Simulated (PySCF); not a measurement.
Record of a relaxation.

Species: C9H10Se.
SMILES with atom numbers: `[CH3:1][C@H:2]1[CH2:3][c:4]2[cH:5][cH:6][cH:7][cH:8][c:9]2[Se:10]1` (hydrogens: H11, H12, H13 on C1; H14 on C2; H15, H16 on C3; H17 on C5; H18 on C6; H19 on C7; H20 on C8)

Method: PBE0-D3(BJ)/def2-SVP geometry optimisation, gas phase (PySCF 2.14.0); density fitting, grid level 1; the optimiser is geomeTRIC in internal coordinates, started from a GFN2-xTB structure with every atom displaced at random (about 0.01 Å). The frame can shift and turn from step to step; on so coarse a grid that alone can change the energy by a few meV, and forces under 0.02 eV/Å are noise.

Step 0: E = -74812.7006 eV, largest atomic force 2.807 eV/Å
```
atom  x, y, z in Å  |  force x, y, z in eV/Å
C1     -3.174    0.479    0.501   -1.056   0.905  -0.172
C2     -1.823   -0.128    0.553    0.641   0.105   0.048
C3     -1.060   -0.036   -0.764    1.944   0.231   1.638
C4      0.462   -0.131   -0.467   -2.724   0.307   0.604
C5      1.392   -0.548   -1.373    0.949   0.215   0.430
C6      2.729   -0.536   -0.996    0.150  -0.053   0.139
C7      3.118   -0.126    0.272   -0.440  -0.001  -0.398
C8      2.167    0.290    1.181   -0.930   0.160   0.509
C9      0.818    0.275    0.832    0.269  -0.117  -0.525
Se10   -0.649    0.751    1.940   -0.175  -0.241  -0.576
H11    -3.134    1.559    0.254    0.107  -0.183   0.012
H12    -3.694    0.412    1.463   -0.149  -0.129   0.119
H13    -3.826    0.017   -0.272    0.262  -0.089   0.229
H14    -1.908   -1.166    0.884    0.163  -0.322   0.033
H15    -1.239    0.925   -1.228   -0.228   0.700  -0.325
H16    -1.368   -0.800   -1.437   -0.439  -0.975  -0.876
H17     1.106   -0.847   -2.356   -0.281  -0.321  -0.896
H18     3.473   -0.858   -1.694    0.621  -0.259  -0.553
H19     4.149   -0.130    0.554    0.869  -0.013   0.166
H20     2.410    0.614    2.183    0.446   0.081   0.394
```

Step 1: E = -74812.8908 eV, largest atomic force 0.368 eV/Å
```
atom  x, y, z in Å  |  force x, y, z in eV/Å
C1     -3.221    0.432    0.567    0.300   0.034   0.182
C2     -1.788   -0.068    0.608   -0.153   0.008  -0.031
C3     -1.064   -0.060   -0.734   -0.051  -0.107  -0.349
C4      0.417   -0.155   -0.487    0.153   0.023  -0.092
C5      1.385   -0.626   -1.373   -0.238  -0.019  -0.172
C6      2.735   -0.602   -1.022    0.078  -0.011  -0.087
C7      3.125   -0.113    0.222    0.116   0.014   0.154
C8      2.173    0.370    1.124    0.126   0.003  -0.141
C9      0.835    0.362    0.749   -0.203   0.044   0.143
Se10   -0.627    1.033    1.765    0.038  -0.057   0.163
H11    -3.283    1.415    0.081   -0.012   0.086  -0.010
H12    -3.656    0.514    1.575    0.021  -0.010  -0.033
H13    -3.835   -0.274    0.002   -0.193  -0.144  -0.178
H14    -1.760   -1.084    1.039    0.047   0.064  -0.005
H15    -1.281    0.900   -1.249    0.035  -0.099   0.059
H16    -1.426   -0.869   -1.403    0.060   0.161   0.208
H17     1.079   -0.995   -2.360    0.043  -0.022   0.128
H18     3.490   -0.960   -1.730   -0.064  -0.010   0.059
H19     4.184   -0.113    0.503   -0.105   0.009  -0.031
H20     2.480    0.747    2.101    0.002   0.032   0.033
```

Step 2: E = -74812.9071 eV, largest atomic force 0.138 eV/Å
```
atom  x, y, z in Å  |  force x, y, z in eV/Å
C1     -3.214    0.435    0.559    0.056  -0.025   0.011
C2     -1.789   -0.077    0.603   -0.079   0.003  -0.054
C3     -1.056   -0.053   -0.735   -0.048   0.006  -0.008
C4      0.420   -0.151   -0.475   -0.036  -0.002  -0.095
C5      1.372   -0.638   -1.367    0.029   0.046   0.127
C6      2.725   -0.608   -1.020    0.080  -0.032  -0.079
C7      3.126   -0.095    0.213   -0.087  -0.010  -0.005
C8      2.178    0.392    1.114    0.043   0.025   0.074
C9      0.831    0.363    0.766    0.002  -0.013  -0.082
Se10   -0.632    0.981    1.813    0.037  -0.052  -0.019
H11    -3.260    1.439    0.110   -0.004   0.007   0.018
H12    -3.658    0.486    1.564   -0.023  -0.011  -0.003
H13    -3.839   -0.244   -0.044    0.011   0.034  -0.008
H14    -1.767   -1.102    1.009    0.003   0.013   0.027
H15    -1.264    0.909   -1.243   -0.006  -0.011   0.014
H16    -1.419   -0.853   -1.403    0.012   0.012   0.051
H17     1.059   -1.035   -2.337    0.007   0.002   0.028
H18     3.471   -0.990   -1.720    0.010  -0.013   0.002
H19     4.185   -0.084    0.483   -0.013   0.010  -0.009
H20     2.493    0.780    2.086    0.006   0.013   0.009
```

Step 3: E = -74812.9075 eV, largest atomic force 0.302 eV/Å
```
atom  x, y, z in Å  |  force x, y, z in eV/Å
C1     -3.213    0.442    0.562   -0.042  -0.008  -0.054
C2     -1.795   -0.085    0.599    0.022  -0.021  -0.012
C3     -1.059   -0.052   -0.736    0.032   0.005   0.031
C4      0.419   -0.154   -0.479    0.050   0.023   0.082
C5      1.380   -0.644   -1.358   -0.016  -0.079  -0.144
C6      2.736   -0.616   -1.025   -0.205   0.107   0.195
C7      3.121   -0.085    0.205    0.176  -0.008   0.017
C8      2.178    0.405    1.110   -0.065  -0.044  -0.052
C9      0.830    0.359    0.763    0.005   0.032  -0.008
Se10   -0.632    0.945    1.828    0.020   0.011  -0.022
H11    -3.247    1.459    0.140    0.002  -0.013   0.022
H12    -3.664    0.472    1.564   -0.016  -0.017   0.005
H13    -3.845   -0.212   -0.066    0.056   0.056   0.033
H14    -1.779   -1.114    0.992   -0.024  -0.009   0.026
H15    -1.266    0.912   -1.239   -0.013   0.020  -0.014
H16    -1.425   -0.849   -1.401   -0.007  -0.050  -0.044
H17     1.066   -1.057   -2.320   -0.028  -0.007  -0.059
H18     3.484   -1.010   -1.718   -0.006   0.007   0.005
H19     4.179   -0.061    0.475    0.054   0.009   0.021
H20     2.493    0.802    2.079    0.003  -0.013  -0.027
```

Step 4: E = -74812.9106 eV, largest atomic force 0.078 eV/Å
```
atom  x, y, z in Å  |  force x, y, z in eV/Å
C1     -3.211    0.446    0.564   -0.027   0.015  -0.023
C2     -1.797   -0.087    0.598    0.042  -0.023   0.016
C3     -1.062   -0.057   -0.738    0.036  -0.006   0.013
C4      0.417   -0.158   -0.485    0.018   0.023   0.072
C5      1.378   -0.648   -1.363    0.011  -0.004   0.004
C6      2.731   -0.611   -1.016    0.035  -0.018  -0.028
C7      3.130   -0.082    0.210   -0.071  -0.004  -0.028
C8      2.179    0.404    1.109   -0.025  -0.009   0.001
C9      0.832    0.356    0.756   -0.016   0.029   0.032
Se10   -0.628    0.938    1.824   -0.005   0.036   0.016
H11    -3.240    1.466    0.151    0.004   0.000   0.016
H12    -3.665    0.470    1.565   -0.002  -0.018   0.000
H13    -3.844   -0.198   -0.070    0.018   0.016  -0.002
H14    -1.784   -1.116    0.993   -0.021  -0.002   0.014
H15    -1.270    0.907   -1.241   -0.007   0.009  -0.014
H16    -1.430   -0.855   -1.401    0.002  -0.032  -0.038
H17     1.070   -1.062   -2.327    0.005  -0.001  -0.026
H18     3.479   -1.004   -1.708    0.007  -0.003  -0.016
H19     4.189   -0.055    0.478    0.010  -0.004  -0.004
H20     2.489    0.803    2.078   -0.013  -0.004  -0.006
```

Step 5: E = -74812.9117 eV, largest atomic force 0.050 eV/Å
```
atom  x, y, z in Å  |  force x, y, z in eV/Å
C1     -3.210    0.446    0.559    0.007   0.017   0.017
C2     -1.795   -0.087    0.602    0.003  -0.008  -0.003
C3     -1.058   -0.062   -0.735   -0.022   0.003   0.012
C4      0.419   -0.157   -0.477   -0.027  -0.010  -0.041
C5      1.375   -0.646   -1.363    0.014   0.020   0.038
C6      2.728   -0.610   -1.019    0.025  -0.015  -0.029
C7      3.125   -0.085    0.209    0.001   0.003   0.007
C8      2.178    0.401    1.112    0.016   0.007   0.004
C9      0.831    0.359    0.763    0.004  -0.016  -0.016
Se10   -0.630    0.949    1.825   -0.003  -0.005  -0.014
H11    -3.237    1.467    0.147    0.003   0.011   0.011
H12    -3.669    0.468    1.559   -0.002  -0.014  -0.004
H13    -3.837   -0.197   -0.077   -0.012  -0.008  -0.027
H14    -1.786   -1.114    1.002   -0.004   0.010   0.009
H15    -1.268    0.900   -1.242   -0.008  -0.008  -0.003
H16    -1.420   -0.865   -1.398    0.006   0.005   0.013
H17     1.064   -1.053   -2.330    0.002   0.005   0.017
H18     3.476   -0.997   -1.715    0.002   0.001   0.003
H19     4.185   -0.060    0.476   -0.009  -0.003  -0.001
H20     2.491    0.797    2.080    0.004   0.002   0.005
```

Step 6: E = -74812.9123 eV, largest atomic force 0.036 eV/Å
```
atom  x, y, z in Å  |  force x, y, z in eV/Å
C1     -3.210    0.450    0.558   -0.005   0.010   0.004
C2     -1.797   -0.088    0.602    0.010  -0.004  -0.001
C3     -1.059   -0.065   -0.734   -0.008  -0.002   0.001
C4      0.419   -0.159   -0.477   -0.011  -0.002  -0.010
C5      1.377   -0.646   -1.361    0.000   0.001  -0.010
C6      2.731   -0.609   -1.020   -0.003   0.000   0.003
C7      3.127   -0.083    0.208   -0.012   0.002  -0.003
C8      2.178    0.402    1.110    0.016   0.015   0.028
C9      0.830    0.358    0.762    0.025  -0.018  -0.015
Se10   -0.631    0.945    1.827    0.002  -0.003  -0.014
H11    -3.231    1.475    0.158    0.002   0.005   0.009
H12    -3.674    0.462    1.556   -0.003  -0.011  -0.002
H13    -3.836   -0.185   -0.089    0.000   0.002  -0.013
H14    -1.792   -1.115    1.003   -0.003   0.006   0.007
H15    -1.271    0.895   -1.243   -0.004  -0.006  -0.005
H16    -1.420   -0.870   -1.395    0.002   0.002   0.007
H17     1.066   -1.055   -2.327   -0.001   0.001   0.005
H18     3.479   -0.997   -1.716   -0.002   0.001   0.001
H19     4.187   -0.057    0.476   -0.007   0.000   0.003
H20     2.490    0.799    2.078    0.004   0.001   0.006
```

Step 7: E = -74812.9129 eV, largest atomic force 0.095 eV/Å
```
atom  x, y, z in Å  |  force x, y, z in eV/Å
C1     -3.207    0.460    0.555   -0.032  -0.008  -0.024
C2     -1.800   -0.094    0.603    0.018   0.012   0.012
C3     -1.060   -0.077   -0.732    0.021   0.002   0.005
C4      0.419   -0.164   -0.477    0.019   0.003   0.032
C5      1.379   -0.649   -1.360    0.005  -0.005  -0.024
C6      2.733   -0.608   -1.020   -0.041   0.016   0.041
C7      3.125   -0.076    0.208    0.064   0.005   0.007
C8      2.179    0.407    1.113   -0.048  -0.035  -0.075
C9      0.832    0.354    0.762   -0.027   0.014   0.043
Se10   -0.630    0.931    1.830   -0.010   0.013   0.004
H11    -3.212    1.499    0.191    0.001  -0.009   0.003
H12    -3.688    0.441    1.544   -0.004  -0.003   0.001
H13    -3.829   -0.145   -0.127    0.024   0.019   0.020
H14    -1.807   -1.120    1.005    0.000  -0.006   0.001
H15    -1.277    0.878   -1.248    0.004   0.002  -0.009
H16    -1.419   -0.887   -1.386   -0.004  -0.011  -0.012
H17     1.068   -1.062   -2.324   -0.003  -0.004  -0.015
H18     3.482   -0.995   -1.714    0.002   0.004   0.001
H19     4.185   -0.046    0.474    0.018  -0.002   0.002
H20     2.491    0.807    2.080   -0.007  -0.008  -0.014
```

Step 8: E = -74812.9133 eV, largest atomic force under 0.02 eV/Å
```
atom  x, y, z in Å  |  force x, y, z in eV/Å
C1     -3.208    0.461    0.554   -0.007  -0.005  -0.004
C2     -1.800   -0.092    0.604    0.004   0.010   0.004
C3     -1.060   -0.078   -0.731    0.002  -0.001  -0.007
C4      0.419   -0.164   -0.476    0.003  -0.002   0.011
C5      1.379   -0.648   -1.359   -0.004  -0.001  -0.015
C6      2.733   -0.606   -1.019   -0.007   0.003   0.009
C7      3.128   -0.078    0.209   -0.002   0.000  -0.003
C8      2.178    0.404    1.111   -0.001   0.004   0.005
C9      0.830    0.354    0.763    0.006  -0.006   0.005
Se10   -0.631    0.936    1.829    0.001   0.002  -0.001
H11    -3.212    1.500    0.192    0.000  -0.001   0.001
H12    -3.691    0.439    1.542    0.000  -0.001   0.000
H13    -3.827   -0.144   -0.130    0.004   0.004   0.002
H14    -1.808   -1.117    1.008    0.004  -0.002  -0.001
H15    -1.277    0.875   -1.251    0.003  -0.001  -0.004
H16    -1.417   -0.891   -1.384   -0.004  -0.001   0.000
H17     1.069   -1.059   -2.324   -0.001  -0.002  -0.003
H18     3.482   -0.991   -1.715   -0.001   0.001  -0.001
H19     4.187   -0.048    0.476    0.001   0.000   0.002
H20     2.490    0.803    2.079   -0.001  -0.001   0.001
```

Step 9: E = -74812.9133 eV, largest atomic force under 0.02 eV/Å
```
atom  x, y, z in Å  |  force x, y, z in eV/Å
C1     -3.208    0.460    0.553    0.000  -0.003   0.000
C2     -1.800   -0.091    0.604   -0.002   0.006   0.001
C3     -1.060   -0.078   -0.731   -0.001   0.001  -0.003
C4      0.419   -0.164   -0.475    0.000  -0.003   0.001
C5      1.379   -0.648   -1.360   -0.001   0.002  -0.003
C6      2.733   -0.606   -1.019    0.000   0.000   0.001
C7      3.128   -0.078    0.210   -0.002   0.000  -0.001
C8      2.178    0.403    1.112    0.002   0.002   0.003
C9      0.830    0.354    0.764    0.001  -0.004   0.000
Se10   -0.631    0.938    1.829    0.000   0.000  -0.001
H11    -3.214    1.500    0.191    0.000   0.001   0.000
H12    -3.692    0.438    1.541    0.000  -0.001  -0.001
H13    -3.826   -0.145   -0.131    0.001   0.001  -0.001
H14    -1.806   -1.116    1.008    0.003   0.000   0.000
H15    -1.276    0.875   -1.252    0.002  -0.001  -0.001
H16    -1.417   -0.891   -1.384   -0.002   0.000   0.002
H17     1.069   -1.058   -2.325    0.000   0.000   0.000
H18     3.481   -0.991   -1.715    0.000   0.000   0.000
H19     4.187   -0.049    0.476    0.000   0.000   0.001
H20     2.489    0.801    2.080    0.000   0.000   0.001
```

**Question.** Summarise the path.

**Answer.** The energy falls by 0.2127 eV from step 0 to step 9; nine tenths of that is first reached at step 2. It falls at every step. The largest force goes from 2.807 to under 0.02 eV/Å. Among the bonds C3–C4 changes most, from 1.554 to 1.503 Å; the atoms move by 0.051 Å rms after alignment.

**Question.** Follow the three bonds and two angles with the largest change from start to end.

**Answer.** 
| step | E above end (eV) | largest force (eV/Å) | C3–C4 (Å) | C3–H16 (Å) | C2–Se10 (Å) | C9–C8–H20 (°) | C2–C1–H13 (°) |
| --- | --- | --- | --- | --- | --- | --- | --- |
| 0 | 0.2127 | 2.807 | 1.554 | 1.064 | 2.019 | 116.9 | 112.9 |
| 1 | 0.0225 | 0.368 | 1.504 | 1.111 | 1.974 | 121.0 | 109.4 |
| 2 | 0.0062 | 0.138 | 1.501 | 1.104 | 1.980 | 120.6 | 109.9 |
| 3 | 0.0058 | 0.302 | 1.503 | 1.100 | 1.980 | 120.8 | 110.2 |
| 4 | 0.0028 | 0.078 | 1.504 | 1.101 | 1.980 | 120.8 | 110.1 |
| 5 | 0.0017 | 0.050 | 1.502 | 1.103 | 1.981 | 120.7 | 110.0 |
| 6 | 0.0010 | 0.036 | 1.503 | 1.103 | 1.982 | 120.6 | 110.1 |
| 7 | 0.0005 | 0.095 | 1.503 | 1.102 | 1.981 | 120.9 | 110.1 |
| 8 | 0.0000 | under 0.02 | 1.503 | 1.102 | 1.981 | 120.7 | 110.0 |
| 9 | 0.0000 | under 0.02 | 1.503 | 1.102 | 1.981 | 120.7 | 110.0 |

What follows is the cost of the whole optimisation. The run took 6.3 min of wall time on one thread, Intel Xeon Platinum 8488C (x86_64), no GPU, shared host with 192 logical CPUs at a one-minute load of 144, and the process peaked at 0.93 GiB of memory.
